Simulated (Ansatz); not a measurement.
CH7FOSi2 can be A, `FCO[SiH2][SiH3]`, or B, `FC[SiH2]O[SiH3]`.

Computed with Ansatz on PBE0-D4/def2-TZVP structures; ΔE is electronic, products minus reactants. CCSD(T)/CBS is the MP2 limit (def2-TZVPP, def2-QZVPP) plus CCSD(T) − MP2 in def2-TZVPP, frozen cores. Functionals use def2-TZVPP. B3LYP here is the variant with VWN-RPA as its local correlation; programs differ in this. Each species was taken in one conformer, which may not be the lowest.

(1) Which isomer does CCSD(T)/CBS put lower? Give the gap. (Best estimate.)

(2) Give E(B) − E(A) in kcal/mol with MP2/def2-TZVPP, r2SCAN-D4, PBE-D4, B3LYP-D4, CCSD/def2-TZVPP, PBE0-D4, B2PLYP. (An estimate is asked.)

Largest T1 diagnostic: 0.013.

Results:

(1) The calculation gave: B, by 34.6 kcal/mol.

(2) Computed: MP2/def2-TZVPP -36.0, r2SCAN-D4 -31.7, PBE-D4 -27.3, B3LYP-D4 -33.4, CCSD/def2-TZVPP -34.3, PBE0-D4 -29.4, B2PLYP -34.7. None reverses the order clearly.

From PBE to PBE0 (25 % exact exchange), in def2-TZVPP and without D4, E(B) − E(A) moves by −2.1 kcal/mol. In def2-TZVPP, CCSD(T) changes the Hartree–Fock value by +4.4 kcal/mol (the triples alone add +0.9 kcal/mol) and MP2 by +1.7 kcal/mol.
